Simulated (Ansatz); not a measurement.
Dissociation curve of SMILES [GaH3]. The Ga1–H4 bond (Ga1 also carries H, H; H4 carries nothing else) is varied alone, starting from the PBE0/def2-TZVP optimised geometry.

Methods: UHF/cc-pVTZ (Ansatz, a first-principles code); RHF/cc-pVTZ (Ansatz); UKS-PBE0 = unrestricted PBE0/cc-pVTZ (Ansatz); RKS-PBE0 = Ansatz with restricted PBE0/cc-pVTZ; UKS-B3LYP = unrestricted B3LYP/cc-pVTZ run with Ansatz; RKS-B3LYP = Ansatz with restricted B3LYP/cc-pVTZ.

Scanned distances (Å): 1.26, 1.35, 1.42, 1.48, 1.52, 1.57, 1.60, 1.68, 1.76, 1.79, 1.94, 2.10, 2.32, 2.63, 2.78, 3.16, 3.41, 3.83, 4.27, 4.77, 5.54.

**Question.** Where does the unrestricted solution first break spin symmetry (<S²> of 0.01 or more)?

**Answer.** UHF: between 2.10 and 2.32 Å; UKS-PBE0: between 2.63 and 2.78 Å; UKS-B3LYP: between 2.63 and 2.78 Å.

```csv
R / Å,<S²> UHF,E(RHF) − E(UHF) / kcal/mol,<S²> UKS-PBE0,E(RKS-PBE0) − E(UKS-PBE0) / kcal/mol,<S²> UKS-B3LYP,E(RKS-B3LYP) − E(UKS-B3LYP) / kcal/mol
1.26,0.00,0.0,0.00,0.0,0.00,0.0
1.35,0.00,0.0,0.00,0.0,0.00,0.0
1.42,0.00,0.0,0.00,0.0,0.00,0.0
1.48,0.00,0.0,0.00,0.0,0.00,0.0
1.52,0.00,0.0,0.00,0.0,0.00,0.0
1.57,0.00,0.0,0.00,0.0,0.00,0.0
1.60,0.00,0.0,0.00,0.0,0.00,0.0
1.68,0.00,0.0,0.00,0.0,0.00,0.0
1.76,0.00,0.0,0.00,0.0,0.00,0.0
1.79,0.00,0.0,0.00,0.0,0.00,0.0
1.94,0.00,0.0,0.00,0.0,0.00,0.0
2.10,0.00,0.0,0.00,0.0,0.00,0.0
2.32,0.13,0.3,0.00,0.0,0.00,0.0
2.63,0.59,8.3,0.00,0.0,0.00,0.0
2.78,0.71,14.2,0.28,0.8,0.18,0.4
3.16,0.89,30.7,0.71,7.8,0.60,5.4
3.41,0.94,41.2,0.85,13.7,0.76,10.0
3.83,0.98,56.7,0.96,23.1,0.91,17.4
4.27,1.00,69.9,0.99,31.1,0.97,23.9
4.77,1.00,81.6,1.00,37.4,0.99,29.3
5.54,1.00,94.2,1.00,43.3,1.00,34.3
```
